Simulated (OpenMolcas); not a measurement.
# What dynamic correlation does to the levels of Yb4+

| Quantity | Value |
| --- | --- |
| Program | OpenMolcas |
| Basis | ANO-RCC-VTZP [8s7p5d3f2g1h] |
| Scalar Hamiltonian | DKH2, point nucleus |
| Active space | 12 electrons in 14 orbitals (RAS2 4f; RAS3 5f, at most 2 electrons) |
| State averaging | 2S+1 = 3 even, 18 roots; 2S+1 = 1 even, 14 roots kept (CI in the orbitals of an earlier block) |
| Spin-orbit coupling | RASSI with atomic mean-field integrals over the reference wave functions, term energies averaged over their components |

Methods on the same reference wave functions:
A. RASSCF
B. SS-RASPT2, IPEA 0.25 Eh, imaginary shift 0.1 Eh (closed shells correlated: 5s 5p)

Energies in eV above 4f12 3H6, the measured ground level; measured values from the list in Tchang-Brillet, Wyart, Meftah and Ait Mammar, Atoms 6, 52 (2018).

```json
{"Level": "4f12 3H6", "A": "0.0000", "B": "0.0000", "Measured": "0.0000"}
{"Level": "4f12 3F4 [56 %]", "A": "0.8465", "B": "0.766", "Measured": "0.7578"}
{"Level": "4f12 3H5", "A": "1.1604", "B": "1.160", "Measured": "1.1878"}
{"Level": "4f12 3H4 [58 %]", "A": "1.8358", "B": "1.794", "Measured": "1.7860"}
{"Level": "4f12 3F3", "A": "2.2069", "B": "2.069", "Measured": "2.0299"}
{"Level": "4f12 3F2", "A": "2.3884", "B": "2.222", "Measured": "2.0925"}
{"Level": "4f12 1G4 [56 %]", "A": "3.0671", "B": "3.052", "Measured": "2.9995"}
```

Deviations, from unrounded energies. A percentage is the sum of absolute deviations over the sum of measured energies, with the sign that they share, or ± where signs differ.

```
                        Against measurement  Levels     A     B
             mean absolute deviation (cm-1)       6   950   360
      fine structure of the ground term (%)       2  ±2.6  ±1.2
other terms of the ground configuration (%)       4  +8.0  +2.9
```

B lies closest to measurement on these levels. The largest miss of B in the table is 4f12 3F2, by +1000 cm-1. The ranking rests on the paired levels alone, and a cruder setting can come out closer through cancelling errors.

From A to B the spin-free energies of the other terms of 4f12 shown, above 3H, scale by factors of 0.87 to 1.00.

The lowest spin-free term lies below A's lowest term by 0.564 hartree in B.

CASPT2 breaks the degeneracy within a term, and the mean is taken; among the terms shown or strongly mixed into the levels shown the widest spread is 290 cm-1 (4f12 1G, B). Terms from blocks run as CI alone lack orbitals of their own. Active for correlation alone: 5f; no level in the range computed is led by a configuration that fills it, so any true level of that kind is missing. Without dynamic correlation excited terms often stand tens of per cent too high (terms of higher spin than the ground term too low), and those without a measured partner can miss by more than the paired ones (holds for A). Measured partners are found by configuration, term and J. A level has none where our copy of the source lacks it or the pairing is in doubt (some pairs that miss far off the trend of their configuration count as doubtful), and it then counts in no deviation. Only configurations of the active space appear. The table leaves out levels that lie high or whose names do not pair safely across all columns.

A share in square brackets marks a mixed level and gives the weight of the term that names it, the lowest over the columns.
